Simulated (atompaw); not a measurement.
## As (Z = 33): PAW (atompaw) pseudisation with PBEsol, scalar-relativistic reference atom.

As (Z = 33), PAW, made with atompaw 4.2.0.5 (PBEsol, scalar-relativistic). Core [Ne], reference 3s2 3p6 3d10 4s2 4p0 (charge +3). Waves: 3s (bound): rc 0.80 bohr; 4s (bound): rc 0.95 bohr; 3p (bound): rc 0.70 bohr; 4p (bound, empty): rc 1.35 bohr; 3d (bound): rc 1.35 bohr; 3d channel at -5.1 Ry: rc 1.35 bohr. Local part: troulliermartins scheme with l = 3 at 0 Ry, radius 1.15 bohr. Core correction: smooth core density matched at 1.35 bohr. Augmentation charge: besselshape compensation charge, radius 1.10 bohr; PAW radius 1.35 bohr; waves and projectors: custom polynom2 7 10 vanderbiltortho.

All-electron outer shells of the reference configuration (PBEsol, scalar-relativistic, ld1.x):

| shell | level (eV) | outermost node (bohr) | outermost maximum (bohr) |
| --- | --- | --- | --- |
| 2p | -1337.72 | – | 0.14 |
| 3s | -224.36 | 0.25 | 0.52 |
| 3p | -167.91 | 0.22 | 0.52 |
| 3d | -74.94 | – | 0.47 |
| 4s | -44.46 | 0.73 | 1.53 |
| 4p | -32.87 | 0.77 | 1.74 |

What the tests gave:

* Lowest eigenvalue of the overlap operator: 0.42 (s channel)
* Overlap eigenvalues printed by atompaw (projector basis): 0.176, 0.454, 0.938, 36.4, 568, 5.26e+04
* Share of each valence orbital outside the PAW sphere: 3s 1 %, 4s 74 %, 3p 1 %, 4p 84 %, 3d 4 %

A Bessel basis up to 400 Ry misses an occupied level by 9.92 Ry, so cutoffs and ghosts were not judged.

Generation and tests took about 3.9 s on one core of a shared server CPU.
